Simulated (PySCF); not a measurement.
Species: C6H12OSi2.
Numbering: `[CH3:1][SiH2:2][c:3]1[cH:4][cH:5][c:6]([CH2:7][SiH3:8])[o:9]1`

Definitions: NICS(0) = −σiso at the ring centroid; NICS(1) = −σiso and NICS(1)zz = −σzz at ±1 Å along the ring normal z. Level: GIAO PBE0/pcSseg-1 (PySCF, non-relativistic, gas phase) on the GFN2-xTB geometry, one conformer.

Ring bond lengths (Å), with Mayer bond orders in brackets: C3–C4 1.369 (1.56), C4–C5 1.412 (1.27), C5–C6 1.367 (1.54), C6–O9 1.347 (1.06), O9–C3 1.362 (1.01).

Q: Give the NICS values of each ring in ppm.

A: 
```csv
ring,type,NICS(0),"NICS(1), two faces","NICS(1)zz, two faces",rms pucker (Å),"centre to ring atoms, mean (Å)"
C3–C4–C5–C6–O9,5-membered ring with O; formal bonds all aromatic,-10.8,-10.0 / -9.9,-25.1 / -24.5,0.00,1.17
```

Q: What can be read from them?

A: 
- C3–C4–C5–C6–O9: mean NICS(1)zz -24.8 ppm, shielded. The ring is flat and has no four-coordinate atom; by the NICS criterion it is aromatic.

Q: What does the geometric index give? HOMA = 1 − mean of α(R − Ropt)² over the ring bonds, with Krygowski's 1993 parameters (CC: Ropt 1.388 Å, α 257.7 Å⁻²; CO: Ropt 1.265 Å, α 157.38 Å⁻²).

A: 
- C3–C4–C5–C6–O9: HOMA 0.42; the largest term is that of O9–C3, α(R − Ropt)² = 1.48.

Q: What is the mean of the two in-plane components of NICS at the first NICS(1) probe listed for ring C3–C4–C5–C6–O9, 1 Å off the ring?

A: The isotropic value is a third of the trace: (3 × -10.0 − (-25.1))/2 = -2.4 ppm.

Q: How shielded are the nuclei of the rings and their hydrogens (means over atoms taken as equivalent)?

A: 
| atoms | environment | σ isotropic (ppm) |
| --- | --- | --- |
| C3 | substituted aromatic carbon | 32.0 |
| C4 | aromatic CH carbon | 57.2 |
| C5 | aromatic CH carbon | 75.4 |
| C6 | substituted aromatic carbon | 21.0 |
| O9 | furan-type oxygen | 11.6 |
| H on C4 | aromatic hydrogen | 24.86 |
| H on C5 | aromatic hydrogen | 25.49 |

Shape of the structure used: `[CH3:1][SiH2:2][c:3]1[cH:4][cH:5][c:6]([CH2:7][SiH3:8])[o:9]1`: C1–Si2–C3–C4 -12°, C5–C6–C7–Si8 -105°.
